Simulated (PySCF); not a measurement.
Zn(H)(SH) (H₂SZn), SMILES [ZnH][SH]. Atoms are numbered in the order given.

```xyz
4

Zn     0.0008     0.7451     0.0000
H      0.0275     2.2763     0.0000
S     -0.0819    -1.4414     0.0000
H      1.2580    -1.5663     0.0000
```

Coordinates come from a B3LYP-D3(BJ)/def2-TZVP optimisation.

Calculation: PBE0/pcSseg-2 run with PySCF.

GIAO shieldings, no solvent; atoms alike by connectivity are averaged. δ = σ(ref) − σ: ¹H against TMS (σ = 31.54 ppm); ³³S against H2S (σ = 711.3 ppm), references at their B3LYP-D3(BJ)/def2-TZVP geometries, non-relativistic.

```
nucleus  atoms  count  δ (ppm)
-------  -----  -----  -------
¹H          H2      1     4.86
¹H          H4      1    -0.10
³³S         S3      1    -43.7
```
